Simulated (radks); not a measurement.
Polarisability of neutral cadmium, [Kr] 4d10 5s2, at imaginary frequency. All-electron calculation, non-relativistic Kohn-Sham, exchange-only LDA, spin-unpolarised, spherical densities, point nucleus; relativity is left out, which matters for an element this heavy. Program: a radial shooting solver on a logarithmic mesh with Libxc functionals. Response by self-consistent Sternheimer equations with the Hartree and adiabatic exchange-only LDA kernel.

w (hartree),alpha1(iw) (bohr^3),alpha2(iw) (bohr^5)
0.00266,57.57,650.5
0.0143,57.24,648.3
0.0360,55.50,636.6
0.0697,50.59,601.5
0.118,41.68,529.0
0.186,30.71,419.6
0.280,20.90,296.7
0.413,13.77,189.0
0.605,9.003,110.7
0.892,5.839,60.67
1.35,3.651,31.14
2.12,2.079,14.68
3.59,0.9861,6.002
6.94,0.3446,1.858
17.5,0.07538,0.3221

Static values: alpha1 = 57.58 bohr^3 (8.533 angstrom^3; uncoupled 111.5), alpha2 = 650.6 bohr^5, alpha3 = 13350 bohr^7. C6 = 537.5, C8 = 33040, triple-dipole C9 = 21440 atomic units. One-pole (London) frequency 4 C6 / (3 alpha1^2) = 0.216 hartree, against 0.168 for minus the highest occupied eigenvalue. The dipole shielding factor is 1.000, as the force sum rule N/Z = 1.000 demands. Recommended static value: 46 bohr^3 (Schwerdtfeger and Nagle, 2023 table).
